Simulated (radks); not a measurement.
The germanium ion Ge+, 31 electrons, occupied as [Ar] 3d10 4s2 4p1.

Calculated with a radial shooting solver on a logarithmic mesh with Libxc functionals: Dirac Kohn-Sham, PBE, spin-unpolarised, spherical densities, finite nucleus; open shells fill j = l - 1/2 first; Fermi nuclear charge, rms radius 4.0742 fm.

Energy parts (eV):
part                       energy
total                  -57107.232
kinetic                 58317.537
electron-nucleus      -137547.997
Hartree                 24282.679
exchange-correlation    -2159.452

Orbitals (lengths in bohr, moments of r in powers of bohr; r(90%) holds 90 % of the orbital's charge):
\begin{tabular}{lrrrrrrr}
orbital & occ. & eigenvalue (eV) & r(90%) & <1/r> & <r^4> & <r> & small-component weight \\ \hline
1s1/2 & 2 & -10966.76 & 0.0840 & 32.38 & 0.00002275 & 0.04700 & 1.34e-02 \\
2s1/2 & 2 & -1380.176 & 0.325 & 7.149 & 0.004690 & 0.2098 & 2.59e-03 \\
2p1/2 & 2 & -1228.620 & 0.297 & 7.111 & 0.003293 & 0.1812 & 2.58e-03 \\
2p3/2 & 4 & -1196.746 & 0.302 & 6.917 & 0.003516 & 0.1848 & 2.53e-03 \\
3s1/2 & 2 & -177.3762 & 0.934 & 2.292 & 0.3263 & 0.6241 & 5.95e-04 \\
3p1/2 & 2 & -127.4132 & 0.984 & 2.165 & 0.4046 & 0.6398 & 5.44e-04 \\
3p3/2 & 4 & -123.1371 & 1.00 & 2.118 & 0.4324 & 0.6505 & 5.30e-04 \\
3d3/2 & 4 & -38.5820 & 1.24 & 1.790 & 1.160 & 0.7319 & 4.00e-04 \\
3d5/2 & 6 & -37.9964 & 1.25 & 1.777 & 1.197 & 0.7372 & 3.96e-04 \\
4s1/2 & 2 & -19.8065 & 3.04 & 0.6451 & 36.26 & 2.031 & 7.07e-05 \\
4p1/2 & 1 & -11.3659 & 3.87 & 0.5115 & 95.08 & 2.531 & 4.55e-05 \\
4p3/2 & 0 & -11.1229 & 3.93 & 0.5028 & 100.8 & 2.570 & 4.43e-05 \\
\end{tabular}

The highest occupied level is 4p1/2 at -11.366 eV. Summed over all electrons, <r^2> = 28.05 bohr^2, which gives a Langevin (diamagnetic) susceptibility term of -22.2 x 10^-6 cm^3/mol. The density falls to 0.001 e/bohr^3 at r = 3.93 bohr. For comparison, the ionisation energy in NIST's Atomic Spectra Database is 15.935 eV (measured). In exact Kohn-Sham theory the highest level is minus the ionisation energy, but local and semilocal functionals leave it too shallow, through self-interaction and a potential that decays too fast; potentials with the right tail come closer. The electron density at the nucleus is 3.173e+04 e/bohr^3.

Beside tabulated values, note that spin-unpolarised runs miss the spin-polarisation part of the exchange energy of open shells.
